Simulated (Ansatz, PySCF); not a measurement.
disilicic acid (H6O7Si2), SMILES O[Si](O)(O)O[Si](O)(O)O.

Geometry: PBE0-D3(BJ)/def2-SVP. Other conformers were not sampled.

Vertical ionisation energy (IE) and electron affinity (EA) in eV. Rows of orbital energies are one-electron estimates. Where ΔSCF, EOM or ADC give a negative EA the extra electron is unbound and the value depends on the basis.

```
level                                                                   IE     EA
-------------------------------------------------------------------  -----  -----
−ε(HOMO), −ε(LUMO), CAM-B3LYP/def2-SVP (PySCF)                        9.95  -1.63
ΔSCF, PBE0/def2-SVPD (Ansatz), final states of multiplicity 2 and 2  10.97  -0.63
```

Question: What vertical singlet–triplet gap does ΔSCF give with PBE0/def2-SVPD (Ansatz, a first-principles code)? (The exact figures need the calculation; the answer reports its results.)

Answer: 7.62 eV (triplet above singlet where positive).
